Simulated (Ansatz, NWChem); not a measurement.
## Worked example: InH2F + SiH(SiH3)F2 → SiH3(InH2) + SiHF3

Species: InH2F `[F][InH2]`, singlet; SiH(SiH3)F2, singlet; SiH3(InH2), singlet; SiHF3 `F[SiH](F)F`, singlet. The partners trade F for SiH3: In–F and Si–SiH3 bonds give way to In–SiH3 and Si–F.

Shapes, held fixed at every level: PBE0-D4/def2-TZVP. Programs: Ansatz 0.2.0. Electronic energies: no zero-point or thermal term.

At CCSD(T)/def2-TZVPP; 1 Eh = 2625.50 kJ/mol:

```
    species  energy (Eh)
      InH2F  -290.431529
SiH(SiH3)F2  -780.118238
 SiH3(InH2)  -481.504838
      SiHF3  -589.094116
```

**Question.** Work out ΔE of the reaction at this level.

**Answer.** 
1. Products less reactants: (-481.504838) + (-589.094116) − [(-290.431529) + (-780.118238)] = -0.049187 Eh = -129.1 kJ/mol.

Other levels give -133.9 (HF/def2-TZVPP) to -112.2 kJ/mol (wB97X-V/def2-TZVPP). No measured value is set beside it here. For atoms past krypton def2 sets carry core potentials with scalar relativity. Outer-core shells of In are correlated, in sets that cover them unevenly. The median of the other levels is -118.0 kJ/mol.
